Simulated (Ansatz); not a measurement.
`[OH][Al]([F])[Cl]` + H₂Te → `[OH][Al]([F])[TeH]` + HCl at 600 K and 1 bar (ligand exchange at the Al–Cl bond).

Computed with Ansatz on PBE0-D4/def2-TZVP structures; ΔE is electronic, products minus reactants. CCSD(T)/CBS is the MP2 limit (def2-TZVPP, def2-QZVPP) plus CCSD(T) − MP2 in def2-TZVPP, frozen cores. This one scheme is used for every species. Elements past krypton have def2 core potentials. For Te outer-core shells are correlated without core-valence functions, which leaves a few kJ/mol of doubt a bond. Each species was taken in one conformer, which may not be the lowest.

```csv
species,CCSD(T)/CBS energy (Eh),H − E (kJ/mol),S (J/(mol·K))
`[OH][Al]([F])[Cl]`,-877.57483,89.3,370.3
H₂Te,-268.91024,52.9,255.0
`[OH][Al]([F])[TeH]`,-686.08822,112.3,418.9
HCl,-460.38127,35.4,207.2
```

H − E and S are ideal-gas, rigid-rotor, harmonic terms from PBE0-D4/def2-TZVP, for one conformer and one mirror image of each species. 1 Eh = 2625.50 kJ/mol, R = 8.31446 J/(mol·K).

Question: By hand: ΔE, ΔH, ΔS and ΔG.

Answer: ΔE = (-686.08822) + (-460.38127) − (-877.57483) − (-268.91024) = 0.01558 Eh = 40.9 kJ/mol. Δ(H − E) = 112.3 + 35.4 − 89.3 − 52.9 = 5.5, so ΔH = 46.4 kJ/mol. ΔS = 418.9 + 207.2 − 370.3 − 255.0 = 0.8 J/(mol·K). ΔG = 46.4 − 600 × (0.8)/1000 = 45.9 kJ/mol.

Question: By hand: the equilibrium constant, and the temperature at which ΔG would vanish if ΔH and ΔS stayed fixed.

Answer: log₁₀ K = −ΔG/(RT ln 10) = -4.0. ΔG = 0 at ΔH/ΔS = 58000 K, far beyond where these terms or the molecules hold.

The number of gas molecules stays the same, so ΔS is small and ΔH decides. A doubt of 5 kJ/mol in ΔE shifts log₁₀ K by 0.4 here. Other conformers and mirror images would add mixing entropy, several J/(mol·K) or more a flexible species. These are equilibria of isolated gas molecules and say nothing of rates. Largest T1 diagnostic: 0.012 (customary marks: 0.02 for closed shells, 0.045 for open ones).
